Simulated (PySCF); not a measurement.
A geometry optimisation on `N([SiH2]N(C)C)(C)C`.

Method: PBE0-D3(BJ)/def2-SVP geometry optimisation, gas phase (PySCF 2.14.0). Start geometry: GFN2-xTB. A driver script takes a list of jobs; this job's settings line and coordinates (Å) are shown.

Input:
```
{"job": {"xc": "PBE0", "basis": "def2-SVP", "d3": "d3bj", "grid": 1, "kind": "geom"}, "charge": 0, "multiplicity": 1}
C     -1.340047     0.772134     1.323838
N     -1.368972     0.107726     0.044230
C     -2.707778    -0.030160    -0.461424
Si    -0.135064    -0.997746    -0.417744
N      1.354457    -0.206054    -0.083007
C      1.595881     1.146794    -0.520045
C      2.574614    -0.955159     0.048377
H     -1.927435     0.228419     2.074794
H     -0.314332     0.846112     1.672394
H     -1.760420     1.779223     1.231674
H     -3.335348    -0.635220     0.205747
H     -3.173180     0.955314    -0.560282
H     -2.685949    -0.507111    -1.436737
H     -0.422923    -1.289270    -1.831187
H     -0.052204    -2.254882     0.342486
H      0.650545     1.672133    -0.618504
H      2.114391     1.171148    -1.487085
H      2.221626     1.669590     0.210977
H      3.109021    -1.033981    -0.907357
H      3.239115    -0.464010     0.765934
H      2.355082    -1.958058     0.402448
```

Task: Estimate the output.

Result: 
```
step   0  E = -559.14545486  max force = 0.010818
step   1  E = -559.14973670  max force = 0.004128
step   2  E = -559.14998698  max force = 0.002047
step   3  E = -559.15011289  max force = 0.003800
step   4  E = -559.15023968  max force = 0.001965
step   5  E = -559.15030647  max force = 0.001464
step   6  E = -559.15035358  max force = 0.001016
step   7  E = -559.15038685  max force = 0.000465
step   8  E = -559.15041660  max force = 0.000361
step   9  E = -559.15042896  max force = 0.000444
optimisation converged
```

Energies in Eh; «max force» is the largest Cartesian gradient component in Eh/bohr.

Task: Give the first gradient maximum in eV/Å.

Result: With 1 Eh/bohr = 51.422 eV/Å, 0.556 eV/Å.

Main results: final energy -559.15043 Eh after 9 steps; dipole 0.82 D.

Rough CPU time on one thread of a shared machine: about 6 min.
Labels such as C1 count atoms from 1, the log's own numbers from 0.
